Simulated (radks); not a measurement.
Rh+, 44 electrons, occupied as [Kr] 4d7.5 5p0.5 (fractional occupations, a model configuration).

Calculated with a radial shooting solver on a logarithmic mesh with Libxc functionals: scalar-relativistic Kohn-Sham, Wu-Cohen GGA, spin-unpolarised, spherical densities, finite nucleus; Fermi nuclear charge, rms radius 4.4945 fm.

Energy parts (hartree):
| part | energy |
|---|---|
| total | -4782.93591 |
| kinetic | 4953.23697 |
| electron-nucleus | -11529.34105 |
| Hartree | 1930.68827 |
| exchange-correlation | -137.52010 |

Orbitals (lengths in bohr, moments of r in powers of bohr; <r^-3> diverges for s and p1/2; r(90%) holds 90 % of the orbital's charge):
orbital  occ.  eigenvalue (hartree)     <r^2>      <r^4>  <r^-3>  r(90%)
1s          2             -846.8836  0.001439  5.370e-06       -  0.0585
2s          2             -123.1041   0.02375  0.0009699       -   0.219
2p          6             -110.3951   0.01869  0.0006944    3245   0.201
3s          2             -22.30522    0.1748    0.04703       -   0.576
3p          6             -18.12571    0.1773    0.05084   564.7   0.589
3d         10             -11.43252    0.1641    0.05102   76.51   0.588
4s          2              -3.41242     1.086      1.784       -    1.42
4p          6              -2.23240     1.335      2.830   89.42    1.60
4d        7.5              -0.58082     2.741      15.22   6.711    2.41
5p        0.5              -0.25432     15.99      418.8   5.981    5.62

The highest occupied level is 5p at -6.920 eV. The density falls to 0.001 e/bohr^3 at r = 4.02 bohr. Summed over all electrons, <r^2> = 41.95 bohr^2, which gives a Langevin (diamagnetic) susceptibility term of -33.2 x 10^-6 cm^3/mol.
